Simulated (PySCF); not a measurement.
RbGe and its ions

r²SCAN; basis Rb def2-SVP with ECP28, Ge def2-SVP; scalar-relativistic core potentials; PySCF 2.14. Neutral (UKS): quartet (σ ↑, π ↑↑), Re = 3.269 Å, ωe = 122 cm⁻¹, De = 1.61 eV, HOMO -3.02 eV, LUMO -1.61 eV.

RbGe⁺ (UKS): triplet (σ ↑, π ↑), Re = 3.933 Å, ωe = 53.1 cm⁻¹, De = 0.25 eV to Rb⁺ + Ge. The energies at the minima are -2100.80300 hartree for RbGe and -2100.60241 for RbGe⁺.

Work out the adiabatic ionisation energy, without and with harmonic zero-point energies (1 hartree = 27.2114 eV, 1 eV = 8065.5 cm⁻¹), and the change of the bond length.

At r²SCAN: 0.20059 hartree = 5.458 eV between the minima; the zero-point term (53.1 − 122.0)/2 cm⁻¹ = -0.004 eV makes it 5.454 eV. Re changes by +66.4 pm against the neutral. The electron leaves a π orbital, and the ion is left as a loose complex of an ion and an atom.

Weak bonds: RbGe⁺. Basis-set superposition, not corrected here, can be much of De in a small basis, most of all at correlated wavefunction levels. Spin–orbit coupling is left out. For an ion De counts to the pair picked by the measured ionisation energies or electron affinities, which need not be the lowest pair at this level. States were picked by a PBE0 search and need not be the measured ground states.
